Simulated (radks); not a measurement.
Results of a calculation; reference values are marked as such.
Polarisability of the mercury ion Hg2+, [Xe] 4f14 5d10, at imaginary frequency. Code: a radial shooting solver on a logarithmic mesh with Libxc functionals. Model: scalar-relativistic Kohn-Sham, exchange-only LDA, spin-polarised, spherical densities, finite nucleus; Fermi nuclear charge, rms radius 5.4648 fm. Response by self-consistent Sternheimer equations with the Hartree and adiabatic exchange-only LDA kernel, the relativistic mass of each level held fixed and spin-orbit coupling left out.

w (hartree),alpha1(iw) (bohr^3),alpha2(iw) (bohr^5)
0.00266,8.439,49.39
0.0143,8.436,49.24
0.0360,8.421,48.46
0.0697,8.371,46.15
0.118,8.249,41.58
0.186,7.993,35.19
0.280,7.529,28.62
0.413,6.798,23.11
0.605,5.801,18.62
0.892,4.609,14.56
1.35,3.320,10.55
2.12,2.075,6.671
3.59,1.056,3.397
6.94,0.4045,1.212
17.5,0.09965,0.2311

Static values: alpha1 = 8.439 bohr^3 (1.251 angstrom^3; uncoupled 14.21), alpha2 = 49.39 bohr^5, alpha3 = 229.4 bohr^7. C6 = 55.83, C8 = 1054, triple-dipole C9 = 321.5 atomic units. One-pole (London) frequency 4 C6 / (3 alpha1^2) = 1.045 hartree, against 1.012 for minus the highest occupied eigenvalue.
